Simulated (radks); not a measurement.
Question: These are the eigenvalues of the occupied orbitals of an atom or ion with whole-number occupations (hartree). Calculated with a radial shooting solver on a logarithmic mesh with Libxc functionals: Dirac Kohn-Sham, BLYP, spin-unpolarised, spherical densities, finite nucleus; Fermi nuclear charge, rms radius of each element as measured or else 0.836 A^(1/3) + 0.57 fm.

1s1/2: -352.5453
2s1/2: -45.06566
2p1/2: -39.99266
2p3/2: -39.11482
3s1/2: -7.14571
3p1/2: -5.52843
3p3/2: -5.41089
3d3/2: -2.70205
3d5/2: -2.68625

Which element is it, and in what charge state? The configuration may be excited. Open shells, if any, fill j = l - 1/2 first.

Answer: Z = 30, zinc, charge +4: Zn4+ in [Ar] 3d8. The list shows which subshells hold electrons but not how many an open one holds; the 1s level, -352.55 hartree, gives Z - s = 26.6 by -(Z - s)^2/2, which with screening and relativity narrows Z to a few neighbours, and the depths of the outer levels then fix element, charge and occupations together.
